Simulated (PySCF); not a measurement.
A calculated (UHF, PySCF 2.14, def2-TZVPPD, no relativity, point nucleus) atom or ion has these occupied shells.

| shell | electrons | orbital energy (eV) | rms radius, mean of both spins (bohr) |
| --- | --- | --- | --- |
| 1s α | 1 | -11793.3 | 0.0537 |
| 1s β | 1 | -11793.2 | 0.0537 |
| 2s α | 1 | -1554.1 | 0.224 |
| 2s β | 1 | -1554.1 | 0.224 |
| 2p α | 3 | -1386.6 | 0.198 |
| 2p β | 3 | -1386.5 | 0.198 |
| 3s α | 1 | -240.26 | 0.649 |
| 3s β | 1 | -240.07 | 0.649 |
| 3p α | 3 | -181.73 | 0.671 |
| 3p β | 3 | -181.47 | 0.671 |
| 3d α | 5 | -79.148 | 0.742 |
| 3d β | 5 | -79.017 | 0.742 |
| 4s α | 1 | -38.349 | 2.00 |
| 4s β | 1 | -35.590 | 2.00 |
| 4p α | 1 | -27.756 | 2.33 |

Q: Name the element and its charge.

A: As²⁺ (arsenic, charge +2), in [Ar] 3d10 4s2 4p1, 2P determinant.
